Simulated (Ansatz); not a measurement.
Total energies of `[NH3+][B-](O)(O)O`.

Z-matrix (Å, degrees):
```
N
B 1 1.725
H 1 1.014 2 109.8
H 1 1.014 2 109.8 3 -120.0
H 1 1.014 2 109.8 3 120.0
O 2 1.428 1 102.9 3 -167.1
O 2 1.428 1 102.9 3 72.9
O 2 1.428 1 102.9 3 -47.1
H 6 0.958 2 109.3 1 -118.5
H 7 0.958 2 109.3 1 -118.5
H 8 0.958 2 109.3 1 -118.5
```

Charge 0, multiplicity 1. Geometry: relaxed with PBE0-D4/def2-TZVP. It is one conformer, not always the lowest. Basis def2-TZVPP, Ansatz 0.2.0.

RPA on PBE orbitals: Hartree–Fock energy of these orbitals -307.46913 Eh, correlation -1.64025 Eh (frozen core).

```
             functional  energy without D4 (Eh)  D4 term (kJ/mol)
            LDA (SPW92)              -306.83209                 –
                    PBE              -308.83930             -16.7
                 revPBE              -309.08215             -60.5
                   BLYP              -309.11492             -38.2
                 r2SCAN              -309.03461              -4.1
                 B97M-V              -309.12143                 –
                   PBE0              -308.85147             -13.9
                  B3LYP              -309.19997             -26.7
                r2SCANh              -309.01797              -4.3
                r2SCAN0              -308.99404              -4.7
HSE06 (plane-wave form)              -308.83678             -12.7
                  BHLYP              -309.03619             -17.8
              CAM-B3LYP              -309.08523             -13.7
                LC-ωPBE              -309.01473                 –
                ωB97X-V              -309.08966                 –
                ωB97M-V              -309.09007                 –
                 B2PLYP              -308.97987                 –
               PBE-QIDH              -308.81759                 –
```

B3LYP takes the VWN-RPA correlation (the form of Gaussian; ORCA's B3LYP/G). HSE06 is the plane-wave form, built on full-range PBE exchange. The double hybrids freeze the cores in their second-order part.

LC-ωPBE has ω = 0.4 bohr⁻¹.
